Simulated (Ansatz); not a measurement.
One change: `[SiH3]NBS` becomes `[SiH3]NB[SeH]`.

Ansatz, PBE0-D4/def2-TZVP geometries, multiplicity 1. Each molecule was computed in one conformer, which needn't be the lowest.

Scalar relativity is left out up to krypton.

```json
{"property": "size of the dipole moment (B3LYP/def2-TZVPP) / D", "`[SiH3]NBS`": "0.70"}
{"property": "HOMO energy (PBE0/def2-TZVPP) / eV", "`[SiH3]NBS`": "-7.36"}
{"property": "HOMO energy (ωB97M-V/def2-TZVPP) / eV", "`[SiH3]NBS`": "-9.53"}
{"property": "HOMO–LUMO gap (PBE/def2-TZVPP) / eV", "`[SiH3]NBS`": "5.33"}
{"property": "LUMO energy (B3LYP/def2-TZVPP) / eV", "`[SiH3]NBS`": "-0.13"}
{"property": "HOMO–LUMO gap (B3LYP/def2-TZVPP) / eV", "`[SiH3]NBS`": "6.97"}
```

Q: Give the same properties after the change, and the shifts. (An estimate is asked.)

A: Ansatz gave: 
| property | `[SiH3]NB[SeH]` | shift |
| --- | --- | --- |
| size of the dipole moment (B3LYP/def2-TZVPP) / D | 1.91 | 1.21 |
| HOMO energy (PBE0/def2-TZVPP) / eV | -7.02 | 0.34 |
| HOMO energy (ωB97M-V/def2-TZVPP) / eV | -9.15 | 0.38 |
| HOMO–LUMO gap (PBE/def2-TZVPP) / eV | 4.94 | -0.39 |
| LUMO energy (B3LYP/def2-TZVPP) / eV | -0.22 | -0.09 |
| HOMO–LUMO gap (B3LYP/def2-TZVPP) / eV | 6.56 | -0.41 |

With PBE0 the HOMO rises by 0.34 eV and the LUMO falls by 0.15 eV, so the gap narrows by about 0.49 eV. PBE moves the HOMO by 0.26 eV and ωB97M-V by 0.38 eV. Dipoles are sizes alone; their direction can turn.

B3LYP here is the variant with VWN-RPA as its local correlation; programs differ in this.

Spin–orbit coupling is left out; it splits and shifts lone-pair levels of the heavy atoms by tenths of an eV.
